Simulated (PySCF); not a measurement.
System: C2H5BCl, charge -1, multiplicity 1. It need not be the lowest isomer of its formula. Whether it binds its extra electron was not tested at this geometry. 
Coordinates optimised at B3LYP-D3(BJ)/def2-TZVP (Ansatz):
```xyz
9

B      0.0957    -0.4710    -0.2362
Cl     0.0788     1.2484     0.6007
C      1.3434    -1.0662    -0.6211
C     -1.3829    -1.0432    -0.4010
H      1.3811    -2.0451    -1.0997
H      2.3168    -0.6061    -0.4721
H     -1.8939    -1.1485     0.5644
H     -2.0145    -0.3837    -1.0094
H     -1.3697    -2.0285    -0.8808
```
Charge -1, spin multiplicity 1.

Dispersion corrections to the total energy (kcal/mol) from the dftd3 and dftd4 libraries through PySCF: D3(BJ) without and D4 with the three-body term, each with the damping fitted for the functional named.

```csv
functional,D3(BJ),D4
TPSS,-4.96,(withheld)
r2SCAN,-1.09,-1.10
B2PLYP,(withheld),-3.12
HF,(withheld),-16.26
PBE,-3.92,-4.47
B2GP-PLYP,-2.53,-1.88
revPBE,-9.90,-14.42
```

Question: Fill in the missing entries.

Answer: 
- TPSS, D4: -6.05
- B2PLYP, D3(BJ): -3.19
- HF, D3(BJ): -30.19
